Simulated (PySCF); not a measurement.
Au2H6S2Si3, SMILES [Au][S][SiH2][SiH2][SiH2][S][Au], multiplicity 1.

Coordinates come from a B3LYP-D3(BJ)/def2-SVP optimisation. The spin state was assumed, not searched. The def2 effective core potentials stand for the cores of Au; spin–orbit coupling is left out. Other conformers were not sampled.

These are TDA-PBE/def2-SVPD (PySCF 2.14.0) values and carry that method's errors.

Vertical excitations.  State labels are in the subgroup C2.

| state | symmetry | energy (eV) | λ (nm) | f | main pairs |
|---|---|---|---|---|---|
| S1 | A | 1.56 | 793 | 0.001 | HOMO→LUMO 80 %, HOMO−1→LUMO+1 20 % |
| S2 | B | 1.58 | 784 | 0.000 | HOMO→LUMO+1 70 %, HOMO−1→LUMO 29 % |
| S3 | B | 1.84 | 672 | 0.005 | HOMO−1→LUMO 70 %, HOMO→LUMO+1 29 % |
| S4 | A | 1.86 | 665 | 0.001 | HOMO−1→LUMO+1 80 %, HOMO→LUMO 19 % |
| S5 | A | 2.38 | 522 | 0.009 | HOMO−2→LUMO 71 %, HOMO−3→LUMO+1 28 % |
| S6 | B | 2.39 | 519 | 0.005 | HOMO−2→LUMO+1 69 %, HOMO−3→LUMO 31 % |
| T1 | A | 1.32 | 936 | 0 | HOMO→LUMO 83 %, HOMO−1→LUMO+1 17 % |
| T2 | B | 1.35 | 921 | 0 | HOMO→LUMO+1 73 %, HOMO−1→LUMO 26 % |
Triplets are in the Tamm–Dancoff approximation.
